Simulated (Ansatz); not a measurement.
`CCN(C)BCl` + `CB(O)F` → `CCOB(C)F` + `CNBCl`  (substitution at a C–N bond)

Gas-phase electronic energies from Ansatz, PBE0-D4/def2-TZVP geometries. CCSD(T)/CBS adds triple-zeta CCSD(T) − MP2 to the extrapolated MP2 energy (def2 sets, frozen cores). DFT in def2-TZVPP. B3LYP here is the variant with VWN-RPA as its local correlation; programs differ in this. Each species was taken in one conformer, which may not be the lowest.

```json
{"level": "B3LYP-D4", "ΔE (eV)": "0.20"}
{"level": "B3LYP", "ΔE (eV)": "0.11"}
{"level": "CCSD/def2-TZVPP", "ΔE (eV)": "0.24"}
{"level": "CCSD(T)/def2-TZVPP", "ΔE (eV)": "0.27"}
{"level": "MP2/def2-QZVPP", "ΔE (eV)": "0.34"}
{"level": "HF/CBS(def2)", "ΔE (eV)": "0.04"}
{"level": "MP2/CBS(def2)", "ΔE (eV)": "0.34"}
{"level": "CCSD/CBS(def2)", "ΔE (eV)": "0.24"}
```

What does CCSD(T)/CBS give? (Estimate.)

Computed: +0.27 eV. The listed levels differ from it by -0.07, -0.16, -0.03, 0.00, 0.07, -0.23, 0.07, -0.03 eV.

Largest T1 diagnostic among the species: 0.012.

The D4 term adds +0.08 eV with B3LYP and +0.05 eV with PBE0; it sums over pairs of atoms, weighted by their polarisabilities, and B3LYP, whose exchange is more repulsive, gets the larger term. In def2-TZVPP, CCSD(T) changes the Hartree–Fock value by +0.22 eV (the triples alone add +0.03 eV) and MP2 by +0.29 eV.
